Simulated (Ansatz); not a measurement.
Relaxation of BH7O2Si (11 atoms, charge 0, multiplicity 1), to a largest force component of 0.03 eV/Å in at most 50 steps.

Level of theory: RKS B3LYP/def2-SVP in Ansatz.

```xyz
11
Properties=species:S:1:pos:R:3
B 0.096 0.642 0.060
O -0.567 -1.029 1.946
H -1.334 -1.425 1.508
H 1.224 0.285 -0.193
H -0.855 0.255 -0.574
O -0.130 1.639 0.996
Si 0.988 2.555 1.871
H 1.711 1.684 2.838
H 1.955 3.208 0.946
H 0.209 3.587 2.605
H -0.863 -0.110 2.138
```

Q: Where does it end, and by what steps?

A: It converged. The force dipped under the threshold on the way, but the program's further checks kept it going. After 26 steps the energy has fallen by 0.138 eV; H4 moved furthest, 0.78 Å. Joined: B1–O2.

| step | energy less start (eV) | largest force component (eV/Å) | accepted |
| --- | --- | --- | --- |
| 0 | 0.0000 | 0.777 | yes |
| 1 | -0.0108 | 1.328 | yes |
| 2 | -0.0563 | 0.638 | yes |
| 3 | -0.0723 | 0.893 | yes |
| 4 | -0.1003 | 0.404 | yes |
| 5 | -0.1117 | 0.379 | yes |
| 6 | -0.1180 | 0.263 | yes |
| 7 | -0.1254 | 0.150 | yes |
| 8 | -0.1280 | 0.100 | yes |
| 9 | -0.1299 | 0.037 | yes |
| 10 | -0.1303 | 0.017 | yes |
| 11 | -0.1308 | 0.023 | yes |
| 12 | -0.1312 | 0.107 | yes |
| 13 | -0.1315 | 0.093 | yes |
| 14 | -0.1320 | 0.109 | yes |
| 15 | -0.1325 | 0.095 | yes |
| 16 | -0.1329 | 0.102 | yes |
| 17 | -0.1336 | 0.110 | yes |
| 18 | -0.1341 | 0.063 | yes |
| 19 | -0.1347 | 0.054 | yes |
| 20 | -0.1356 | 0.103 | yes |
| 21 | -0.1361 | 0.138 | yes |
| 22 | -0.1368 | 0.054 | yes |
| 23 | -0.1372 | 0.047 | yes |
| 24 | -0.1379 | 0.021 | yes |
| 25 | -0.1382 | 0.030 | yes |
| 26 | -0.1385 | 0.024 | yes |

```xyz
11
Properties=species:S:1:pos:R:3
B 0.138 0.326 0.468
O -0.744 -0.808 1.558
H -1.455 -1.212 1.037
H 1.259 -0.147 0.456
H -0.544 0.192 -0.537
O -0.064 1.528 1.190
Si 1.017 2.632 1.806
H 2.204 1.954 2.416
H 1.492 3.572 0.747
H 0.308 3.415 2.859
H -1.177 -0.160 2.141
```

Whether the end is a true minimum wasn't checked by a vibrational analysis.

The run took 28 s on 2 threads of AMD EPYC 9R45 96-Core Processor (Zen 5), on a shared host, peak memory 0.2 GiB.
